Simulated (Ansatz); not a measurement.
The cluster Si₆Mo⁻, relaxed as a doublet with UKS PBE-D4/def2-SVPD in Ansatz, starting from the GFN2-xTB geometry. Force threshold 0.02 eV/Å.

In the def2 sets Mo takes a core potential; there is no spin–orbit coupling. The structure comes from a short search, and lower isomers may exist.

Start:

Cartesian coordinates in Å:
```
Mo 0.693 -0.351 0.097
Si 0.875 1.656 1.331
Si -0.976 -1.789 0.957
Si -0.862 -1.527 -1.245
Si 0.590 1.797 -0.874
Si 0.371 0.042 -2.202
Si -0.690 0.171 1.936
```

Task: Estimate the energy that the relaxation releases and the steps that it takes.

Result: 144.7 kJ/mol, in 7 steps; 35 s on 4 threads of Arm Neoverse V1 on a shared host. No frequencies were taken in this run, so the end may be a saddle point.

Task: Does the start keep its bonding and symmetry?

Result: By distances, no bond broke or formed. The bond that changes most is Mo1–Si5, from 2.36 to 2.67 Å (atoms count from 1). The end is the same structure that another start reached, the lowest one found.

Task: Predict the relaxed structure.

Result: 
```csv
atom,x (Å),y (Å),z (Å)
Mo1,0.984,-0.495,0.146
Si2,0.906,1.634,1.333
Si3,-0.820,-1.903,0.985
Si4,-1.163,-1.281,-1.243
Si5,0.382,1.877,-0.933
Si6,0.580,-0.066,-2.219
Si7,-0.869,0.234,1.931
```
Bond lengths: 6 × Mo–Si 2.44 to 2.67 Å; 6 × Si–Si 2.34 Å.
